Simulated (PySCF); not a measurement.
# Two-component Hartree-Fock for Pr⁴⁶⁺ (praseodymium, charge +46)

Start: [Ne] 3s2 3p1; 3p3/2 filled at m_j = +3/2. Calculated with PySCF 2.14 in an even-tempered Gaussian basis (18 s from 11 bohr⁻², ratio 2.4; 14 p from 15 bohr⁻², ratio 2.4; 4 d from 49 bohr⁻², ratio 2.6; 4 f from 74 bohr⁻², ratio 2.6): generalised Hartree-Fock with the X2C-1e Hamiltonian and a Gaussian nucleus; one run each with spin-orbit coupling (SO) screened by Boettger's factors, then bare. This is a chosen level, not necessarily the ground level.

```
spinor shell  electrons  ε, screened SO (eV)  ε, bare SO (eV)  weight of nominal j (bare SO)  rms radius, bare SO (bohr)
       1s1/2          2             -45336.8         -45336.6                          1.000                      0.0275
       2s1/2          2              -9864.4          -9864.3                          1.000                       0.109
       2p1/2          2              -9503.2          -9516.8                          1.000                      0.0938
       3s1/2          2              -3942.6          -3942.6                          1.000                       0.262
       3p3/2          1              -3708.8          -3707.5                          1.000                       0.258
```

**Question.** Where does 2p3/2 lie, and what is the 2p spin-orbit splitting (bare SO)?

**Answer.** At -8999.9 eV, 516.93 eV above 2p1/2.

| quantity | screened SO | bare SO |
| --- | --- | --- |
| E (hartree) | -7175.49057 | -7175.70390 |
| M_J | 3/2 | 3/2 |
| ⟨J²⟩ | 3.751 | 3.750 |
| ⟨L²⟩ | 2.012 | 2.012 |
| ⟨S²⟩ | 0.761 | 0.762 |

Each row is a mean over spinors that exchange with the open shell spreads, by up to 21.739 eV (3s1/2).

Breit and QED terms are absent; they matter most for the inner s and p1/2 levels.

Densities and radii are taken from the X2C orbitals without a picture-change correction, which distorts them close to the nucleus.
